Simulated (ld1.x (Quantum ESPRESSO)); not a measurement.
**Co (Z = 27) PAW: all-electron and pseudo phase curves**

cobalt (Co), PAW, made with ld1.x (Quantum ESPRESSO) 7.5 (PBE, scalar-relativistic). Core [Ne] 3s2, reference 3p6 3d7 4s2 4p0. Waves: 4s (bound): rcut 2.10, rcutus 2.25 bohr; 4s channel at 4.85 Ry: rcut 2.10, rcutus 2.25 bohr; 3p (bound): rcut 1.30, rcutus 1.55 bohr; 4p (bound, empty): rcut 1.30, rcutus 1.55 bohr; 3d (bound): rcut 0.70, rcutus 0.80 bohr; 3d channel at 2.3 Ry: rcut 0.70, rcutus 0.80 bohr. Local part: all-electron potential smoothed inside 1.60 bohr (lloc = -1). Core correction: a·sin(br)/r model core inside 0.75 bohr. Augmentation charge: PSQ, inside the norm-conserving radii.

The phase is arctan(r·u′/u) with u = r·R(r), unwrapped; energies in Ry, scanned from -7 to 5 Ry. A pole is an energy at which the radial function vanishes at the test radius. The pseudo phase is shifted by a multiple of π to meet the all-electron one at the reference energy, and phase errors are pseudo minus all-electron; the curves can meet again beyond the range given. Levels narrower than the energy grid can be missing from the lists of poles.

Task: For each channel, where are the poles, and over which energies does the pseudopotential scatter like the atom?

Result:

```csv
channel,radius (bohr),reference energy (Ry),"poles, all-electron","poles, pseudo",unbroken range about the reference energy with phases within 0.05 rad,phase error 1 Ry above the reference energy (rad)
s,2.46,-0.40,1.80,"1.79, 4.43",below 4.4,-0.001
p,2.46,-0.09,"-4.81, 2.89","-4.81, 2.86",the whole range,-0.001
d,2.46,-0.60,"-0.46, 4.75","-0.46, 4.76",the whole range,+0.000
```

Phases in the d channel:

```tsv
E (Ry)	all-electron	pseudo
-7.00	1.419	1.419
-6.48	1.413	1.413
-5.96	1.407	1.407
-5.44	1.399	1.399
-4.92	1.391	1.391
-4.40	1.381	1.381
-3.88	1.369	1.369
-3.36	1.355	1.355
-2.84	1.336	1.336
-2.32	1.311	1.311
-1.80	1.272	1.272
-1.28	1.195	1.195
-0.76	0.581	0.581
-0.24	-1.752	-1.751
0.28	-1.912	-1.912
0.80	-2.072	-2.072
1.32	-2.389	-2.388
1.84	-3.192	-3.192
2.36	-4.050	-4.049
2.88	-4.389	-4.389
3.40	-4.539	-4.539
3.92	-4.625	-4.625
4.44	-4.683	-4.683
4.96	-4.730	-4.729
```
